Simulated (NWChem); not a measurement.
Species: C2HBF2; SMILES C#CB(F)F

```xyz
6

B     -0.0002     0.4791     0.0000
C     -0.0002    -1.0478     0.0000
C      0.0006    -2.2629     0.0000
H      0.0021    -3.3390     0.0000
F     -0.0001     1.1597    -1.1263
F     -0.0001     1.1597     1.1263
```
Atoms are numbered in this order, from 1.

Geometry: optimised at PBE0/def2-SVP.

Give the principal values of the shielding tensors (ppm) of B1, C2, C3, F5 from BHandHLYP/pcSseg-1, GIAO (NWChem), with their diamagnetic and paramagnetic parts as GIAO splits them.


| atom | σ11 | σ22 | σ33 | isotropic | diamagnetic | paramagnetic |
|---|---|---|---|---|---|---|
| B1 | 80.2 | 89.7 | 92.6 | 87.5 | 195.4 | -107.9 |
| C2 | 3.6 | 16.1 | 292.6 | 104.1 | 257.2 | -153.1 |
| C3 | -8.8 | 11.3 | 243.6 | 82.0 | 261.5 | -179.4 |
| F5 | 85.0 | 322.3 | 376.2 | 261.2 | 470.4 | -209.2 |
